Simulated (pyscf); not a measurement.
## `[Cl][SnH2][Cl]`, singlet

Gas-phase minimum from PySCF at ωB97X-D3(BJ)/def2-SVP, one conformer. 

```
Sn
H 1 1.6950
H 1 1.6951 2 118.34
Cl 1 2.3305 2 107.82 3 -122.63
Cl 1 2.3305 2 107.84 3 122.65
```
Charge 0, spin multiplicity 1.

Properties at ωB97X-D3(BJ)/def2-SVP:

- Harmonic wavenumbers, unscaled = 118, 394, 404, 438, 535, 679, 702, 2025, 2033 cm⁻¹
- Zero-point energy = 10.5 kcal/mol
- Rotational symmetry number = 2
- Entropy of this conformer at 298 K and 1 atm, rigid rotor and harmonic oscillator, modes under 100 cm⁻¹ raised to 100 = 312.9 J/(mol K)
- Dipole moment = 2.82 D

Single-point totals, which compare only within one level (frozen core for MP2 and CC):

```tsv
level	total energy (hartree)
ωB97X-D3(BJ)/def2-TZVP	-1136.10591
PBE/def2-TZVP	-1135.62202
r²SCAN/def2-TZVP	-1136.02721
B3LYP-D3(BJ)/def2-TZVP	-1136.12016
PBE0-D3(BJ)/def2-TZVP	-1135.71296
M06-2X/def2-TZVP	-1135.90912
ωB97M-D3(BJ)/def2-TZVP	-1136.14391
HF/def2-TZVPP	-1133.62620
MP2/def2-TZVPP	-1134.32576
CCSD/def2-TZVPP	-1134.35999
CCSD(T)/def2-TZVPP	-1134.38649
```

The CCSD(T) − MP2 part came from Ansatz, without density fitting, on the same reference. The frozen core leaves the outer d or s,p core shells of the metals and heavy elements correlated in the MP2 and CC values, and def2-TZVPP describes them poorly, so these totals are far from the basis limit. Elements past Kr carry the def2 core potentials, without spin-orbit coupling.
